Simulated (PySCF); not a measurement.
Isomers of C6H5N, one GFN2-xTB conformer each. Single-point energies are computed at PBE0/pcSseg-1 (PySCF, gas phase, no added dispersion term), electronic only.

```tsv
SMILES	GFN2-xTB relative energy (kJ/mol)
[H]/N=C1/C=C(C#C)C1	21.5
C#CC(=C)CC#N	0.0
```

Conformers: `[CH:1]#[C:2][C:3](=[CH2:4])[CH2:5][C:6]#[N:7]` with C2–C3–C5–C6 72°.

Problem. What does PBE0/pcSseg-1 give for the same structures?

Solution. 
```json
{"SMILES": "C#CC(=C)CC#N", "PBE0/pcSseg-1 E (Eh)": "-285.90312", "PBE0/pcSseg-1 (kJ/mol)": "0.0", "GFN2-xTB (kJ/mol)": "0.0", "point group": "C1"}
{"SMILES": "[H]/N=C1/C=C(C#C)C1", "PBE0/pcSseg-1 E (Eh)": "-285.88280", "PBE0/pcSseg-1 (kJ/mol)": "53.4", "GFN2-xTB (kJ/mol)": "21.5", "point group": "Cs"}
```

Both levels put the same isomer lowest. As drawn, the lower has a C≡N group, which the higher lacks; the higher has a four-membered ring, a C=N bond and an N–H bond, which the lower lacks.

Problem. Which frontier levels, dipoles and rotational constants go with these structures?

Solution. 
| SMILES | HOMO (eV, PBE0/pcSseg-1) | LUMO (eV) | dipole (D) | A, B, C (MHz) |
| --- | --- | --- | --- | --- |
| C#CC(=C)CC#N | -7.61 | -1.35 | 3.84 | 3870, 2129, 1557 |
| [H]/N=C1/C=C(C#C)C1 | -7.24 | -1.88 | 2.41 | 12728, 1516, 1366 |
